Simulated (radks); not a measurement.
Question: Excited configurations of Eu II: one electron is placed in a higher orbital outside [Xe] 4f7. The ground configuration is [Xe] 4f7 6s1. All-electron calculation, scalar-relativistic Kohn-Sham, PBE, spin-polarised, spherical densities, point nucleus; open shells are filled with parallel spins first (spin-orbit coupling, left out, can overturn this in heavy ions). Program: a radial shooting solver on a logarithmic mesh with Libxc functionals. Excitation = E - E(ground); binding = E(ion) - E, where the ion is the core of charge +2; n* = 2/sqrt(2 binding) in atomic units, and the quantum defect is n - n*.

outer orbital  excitation (eV)  binding (eV)     n*  quantum defect  eigenvalue (eV)  <r> (bohr)
5d                       1.483        10.049  2.327           2.673           -6.387       2.912
5f                       7.911         3.620  3.877           1.123           -2.613       8.513
6f                       9.081         2.451  4.712           1.288           -1.874       14.53
7s                       5.930         5.602  3.117           3.883           -4.491       7.723
7p                       7.054         4.478  3.486           3.514           -3.546       9.245

Estimate the row for 6d.

Answer: excitation (eV) 6.673; binding (eV) 4.859; n* 3.347; quantum defect 2.653; eigenvalue (eV) -3.705; <r> (bohr) 7.422. The Delta-SCF ionisation energy is 11.532 eV (NIST Atomic Spectra Database: 11.24 eV, semi-empirical). Self-interaction in the functional shifts the binding energies and quantum defects, so they are the method's values and not measured ones. Open shells are spherical and high-spin; term and fine-structure splittings are not resolved. Spin-orbit splitting is averaged out at the scalar-relativistic level.
